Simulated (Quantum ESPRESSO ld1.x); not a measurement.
Q: Ce XX, 39 electrons, occupied as [Kr] 4d3. All-electron calculation, Dirac Kohn-Sham, relativistic LDA (MacDonald-Vosko exchange, VWN5 correlation), spin-unpolarised, spherical densities, point nucleus; open shells are shared between the two j in proportion to 2j + 1. Program: ld1.x of Quantum ESPRESSO 7.5. Some entries of the table are withheld. Estimate them.

orbital  occ.  eigenvalue (eV)  <r^2> (bohr^2)
1s1/2       2         -40478.8       0.0008271
2s1/2       2         -6898.07         0.01307
2p1/2       2              (1)        0.009570
2p3/2       4              (2)         0.01082
3s1/2       2         -1850.26         0.08822
3p1/2       2              (3)         0.08282
3p3/2       4              (4)         0.09012
3d3/2       4         -1352.98         0.07311
3d5/2       6         -1333.80         0.07516
4s1/2       2         -704.611          0.4078
4p1/2       2         -646.664          0.4212
4p3/2       4         -624.038          0.4495
4d3/2     1.2         -527.029          0.4741
4d5/2     1.8         -522.500          0.4828
5s1/2       0         -362.115           1.360
5p1/2       0         -337.425           1.445
5p3/2       0         -329.089           1.517

A: 
(1) 2p1/2 eigenvalue (eV): -6548.53
(2) 2p3/2 eigenvalue (eV): -6106.22
(3) 3p1/2 eigenvalue (eV): -1701.55
(4) 3p3/2 eigenvalue (eV): -1613.38
